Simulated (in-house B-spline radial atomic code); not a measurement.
Successive ionisation energies of chlorine; each step leads to the configuration of the next row (after the last: bare). Dirac energy differences include first-order Breit, QED and recoil terms. NIST's values go from ground level to ground level; the uncertainty of those that are theory runs from under 0.1 % in few-electron ions to several per cent in heavy many-electron ones. Computed with a radial B-spline atomic code at the basis-set limit: Dirac-Hartree-Fock, average of the configuration, finite nuclei.

```csv
ion,configuration,ionisation energy (eV),tabulated value (eV),tabulated kind,computed minus tabulated (eV),highest orbital,largest mean radius (bohr)
Cl8+,[He] 2s2 2p5,403.1,400.851,measured,2,2p3/2,0.42714
Cl9+,[He] 2s2 2p4,461.9,456.7,semi-empirical,5,2p3/2,0.41839
Cl10+,[He] 2s2 2p3,523.5,530,semi-empirical,-6,2p3/2,0.40993
Cl11+,[He] 2s2 2p2,?,?,semi-empirical,?,?,?
Cl12+,[He] 2s2 2p1,?,?,semi-empirical,?,?,?
Cl13+,[He] 2s2,744.9,750.23,semi-empirical,-5,2s1/2,0.38623
Cl14+,[He] 2s1,809.0,809.198,tabulated theory,0,2s1/2,0.37926
Cl15+,1s2,3657.0,3658.344,tabulated theory,-1,1s1/2,0.089778
Cl16+,1s1,3946.3,3946.292,tabulated theory,0,1s1/2,0.087781
```

(1) Fill in the row of Cl11+.

(2) Fill in the row of Cl12+.

(3) Where is the largest jump?

Where a p, d or f electron is removed, the computed value is a mean over both j, so it misses the tabulated one by a part of the spin-orbit splitting; averaging over terms and missing correlation add to the gap, relatively most at low charge.

Results:

(1) ionisation energy (eV): 588.1; tabulated value (eV): 591.58; computed minus tabulated (eV): -3; highest orbital: 2p3/2; largest mean radius (bohr): 0.40175.

(2) ionisation energy (eV): 655.6; tabulated value (eV): 656.3; computed minus tabulated (eV): -1; highest orbital: 2p3/2; largest mean radius (bohr): 0.39386.

(3) From Cl14+ to Cl15+, by a factor of 4.52 (809.04 to 3657 eV); the highest orbital goes from 2s1/2 to 1s1/2.
